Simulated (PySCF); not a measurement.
# Working out the ionisation energy of Br²⁺

Br²⁺ [Ar] 3d10 4s2 4p3 (4S) → Br³⁺ [Ar] 3d10 4s2 4p2 (3P). All numbers are calculated (PySCF 2.14, a scalar-relativistic core potential, in cc-pVTZ-PP with ECP10MDF (5s4p3d1f, 39 functions)). Frozen: 3s2 3p6 3d10. Energies in hartree (1 hartree = 27.21139 eV):

```
            part  Br²⁺ (lower)  Br³⁺ (upper)
             UHF   -414.352997   -413.080639
CCSD correlation     -0.094263     -0.076234
             (T)     -0.002336     -0.001395
```

Question: What does Hartree-Fock give?

Answer: (-413.080639) − (-414.352997) = 1.272358 hartree = 34.623 eV.

Question: What do CCSD and CCSD(T) give?

Answer: The CCSD correlation energies differ by 0.018029 hartree = 0.491 eV and the triples by 0.000941 hartree = 0.026 eV, so CCSD gives 35.114 eV and CCSD(T) 35.140 eV.

Reference: 34.871 ± 0.019 eV (measured; NIST Atomic Spectra Database, ionization energies), between the lowest levels; spin-orbit coupling is absent from the calculation.

What remains against the reference includes basis incompleteness, the frozen core and higher excitations.
